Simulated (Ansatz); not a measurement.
A calculation with Ansatz (development build ahead of 0.2.0).

```yaml
crystal:
  periodic: [false, false, false]
  atoms:
    - { symbol: Be, position_ang: [0.0, 0.0, 0.0] }
    - { symbol: P, position_ang: [0.0, 3.8894, 2.9844] }
    - { symbol: P, position_ang: [0.0, -3.8894, 2.9844] }
basis:
  gaussian: { orbitals: pcseg-2 }
magnetization:
  initial_magnetization: 2
hamiltonian:
  xc: { name: wB97X }
```

The input is written out in the form of the current development build from the run's settings.

Results

```
Converged                       : yes
Total energy                    : -697.05496 hartree
Spin squared of the determinant : 2.000
Stability test                  : minimum among restricted orbitals
```

Caution: stretched shape with no unrestricted run beside it, a lower state can exist; charge can spread falsely over distant fragments; other spin multiplicities may lie lower.
